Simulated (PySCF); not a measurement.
Computed with B3LYP-D3(BJ)/def2-TZVP // PBE0-D4/def2-TZVP run with PySCF. All species are isolated molecules in the gas phase. B3LYP has the VWN-RPA correlation part, as in Gaussian. 

Reference species (SMILES): `[F][Ga][F]` (neutral, multiplicity 2).

```yaml
dipole_moment: 2.44 D
```

Changed species: `[Cl][Ga][Cl]` (radical fragment; the reference has radical fragment).

**Question.** Predict the effect on the dipole moment.

**Answer.** the dipole moment drops by 0.70 D, to 1.74 D.
